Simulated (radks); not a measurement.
Spherical quantum dot in the effective-mass picture: electrons in a hard-walled sphere of radius 1.33, with a point charge +2 (a donor) at the centre, all in effective atomic units (hartree* = m*/eps^2 hartree, bohr* = eps/m* bohr), one dielectric constant everywhere. Method: non-relativistic Kohn-Sham, exchange-only LDA, spin-polarised, spherical densities; computed with a radial shooting solver with Libxc functionals. Levels are named by radial order and angular momentum (1s, 1p, 1d, 2s, ...), and open shells are averaged over m.

N = 6, configuration 1s2 1p(up 3, down 1). This is the lowest configuration that the search found. Occupied and some empty levels:

level,occupation,eigenvalue (hartree*),<r> (bohr*)
1s up,1,5.4342,0.6007
1s down,1,5.6380,0.5972
1p up,3,8.9119,0.7851
1p down,1,9.1478,0.7852
1d up,0,12.609,0.8647
2s up,0,12.716,0.6604
1d down,0,12.844,0.8653
2s down,0,12.881,0.6625
1f up,0,16.986,0.9163
1f down,0,17.215,0.9169

Energy (hartree*): total 26.3534, kinetic 29.048, external -20.107, Hartree 22.197, exchange-correlation -4.7849.
